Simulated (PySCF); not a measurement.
## Correlation energy of Re²⁺ (rhenium, charge +2)

[Xe] 4f14 5d4 6s1, high-spin 6D determinant (an excited configuration). All numbers are calculated (PySCF 2.14, scalar relativity through the core potential, in aug-cc-pVDZ-PP with ECP60MDF (5s5p4d2f, 54 functions)). Frozen: 5s2 5p6; 5 electrons correlated.

```csv
level,correlation energy (mhartree)
CCSD,-45.05
(T),-0.28
CCSD(T),-45.33
```

Diagnostics: T1 = 0.0030, D1 = 0.0050, largest double amplitude 0.021.

Spin-orbit coupling, absent here, splits the open shell strongly.

Cost of the coupled-cluster step: about 1.3 core-seconds, for 5 correlated electrons.

Iterations:

```
CC2 = 0
CCSD nocc = (np.int64(5), np.int64(0)), nmo = (50, 50)
frozen orbitals [[0, 1, 2, 3], [0, 1, 2, 3]]
max_cycle = 100
direct = 0
conv_tol = 1e-08
conv_tol_normt = 1e-06
diis_space = 8
diis_start_cycle = 0
Init t2, MP2 energy = -0.0383854489864546
Init E_corr(UCCSD) = -0.0383854489944481
cycle = 1  E_corr(UCCSD) = -0.0438968878822861  dE = -0.00551143889  norm(t1,t2) = 0.0202124
cycle = 2  E_corr(UCCSD) = -0.0447860324174285  dE = -0.000889144535  norm(t1,t2) = 0.00545813
cycle = 3  E_corr(UCCSD) = -0.0450624965603825  dE = -0.000276464143  norm(t1,t2) = 0.00199961
cycle = 4  E_corr(UCCSD) = -0.0450452287724625  dE = 1.72677879e-05  norm(t1,t2) = 0.00033187
cycle = 5  E_corr(UCCSD) = -0.0450476440984508  dE = -2.41532599e-06  norm(t1,t2) = 7.83202e-05
cycle = 6  E_corr(UCCSD) = -0.0450473831644306  dE = 2.6093402e-07  norm(t1,t2) = 1.42503e-05
cycle = 7  E_corr(UCCSD) = -0.0450474212416073  dE = -3.80771767e-08  norm(t1,t2) = 2.45158e-06
cycle = 8  E_corr(UCCSD) = -0.045047409379235  dE = 1.18623723e-08  norm(t1,t2) = 4.09999e-07
cycle = 9  E_corr(UCCSD) = -0.0450474115456819  dE = -2.16644694e-09  norm(t1,t2) = 8.09865e-08
UCCSD converged
E(UCCSD) = -76.98074332038698  E_corr = -0.04504741154568191
UCCSD(T) correction = -0.00027737237665537
```
